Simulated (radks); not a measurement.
Values are calculated unless marked as measured or tabulated.
Task: The aluminium ion Al2+, 11 electrons, occupied as [Ne] 3s1. Level of theory: non-relativistic Kohn-Sham, PBE, spin-unpolarised, spherical densities, point nucleus (a radial shooting solver on a logarithmic mesh with Libxc functionals). Some entries of the table are withheld. Estimate them.

orbital  occ.  eigenvalue (eV)  <1/r> (bohr^-1)  <r^2> (bohr^2)
1s          2              (1)            12.58             (2)
2s          2        -128.2987            2.333          0.4704
2p          6         -90.2825              (3)          0.4587
3s          1         -23.7049           0.6139           5.587

Result: 
(1) 1s eigenvalue (eV): -1528.809
(2) 1s <r^2> (bohr^2): 0.01956
(3) 2p <1/r> (bohr^-1): 2.213
